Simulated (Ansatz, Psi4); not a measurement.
Here is a job for Ansatz (a program for electronic structure).
Ansatz 0.2 input:
```yaml
crystal:
  periodic: [false, false, false]
  atoms:
    - {symbol: Se, position_ang: [-0.00203224, 0.00254110, 0.35944284]}
    - {symbol: F, position_ang: [0.96817789, 1.31904607, -0.34335275]}
    - {symbol: F, position_ang: [1.32333862, -0.96859697, -0.32517209]}
    - {symbol: F, position_ang: [-0.96433922, -1.32384594, -0.33559484]}
    - {symbol: F, position_ang: [-1.31949995, 0.96379711, -0.35377550]}
basis:
  gaussian:
    orbitals: cc-pVDZ
hamiltonian:
  xc: pbe0
accuracy: high
```

Give the equivalent Psi4 input.

Several could match; the one computed here: 
```
memory 2 GB

molecule {
0 1
Se   -0.00203224    0.00254110    0.35944284
F     0.96817789    1.31904607   -0.34335275
F     1.32333862   -0.96859697   -0.32517209
F    -0.96433922   -1.32384594   -0.33559484
F    -1.31949995    0.96379711   -0.35377550
}

set {
  basis cc-pvdz
  scf_type pk
  puream true
  d_convergence 1e-8
  dft_radial_points 99
  dft_spherical_points 590
}

energy('pbe0')
print_variables()
```

Both were run: Ansatz gave -2800.178891 Eh and Psi4 -2800.178892 Eh, 0.001 mEh apart.
